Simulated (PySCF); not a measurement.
**Sn⁺: excitation energy**

Sn⁺ [Kr] 4d10 5s2 5p1 (2P) → Sn⁺ [Kr] 4d10 5s1 5p1 6s1 (4P), as a difference of total energies. Calculation: PySCF 2.14, in aug-cc-pVDZ-PP with ECP28MDF (5s4p3d, 32 functions); a scalar-relativistic core potential. Correlated levels: valence: 4s2 4p6 4d10 frozen. The calculations carry no spin-orbit coupling.

| method | excitation energy (eV) |
| --- | --- |
| UHF | 11.935 |
| PBE | 13.649 |
| PBE0 | 13.411 |
| PW91 | 13.708 |
| M06-2X | 13.490 |
| TPSS | 13.519 |
| BLYP | 13.982 |
| MP2 (valence) | 12.501 |
| SCS-MP2 (valence) | 12.713 |

Q: Estimate what r2SCAN gives.

A: 13.516 eV, closest to TPSS among the rows shown.

Q: Estimate what LDA gives.

A: 14.030 eV, closest to BLYP among the rows shown.

The promoted electron is Rydberg-like, and one or two diffuse shells describe it only roughly, which tends to raise the upper state.
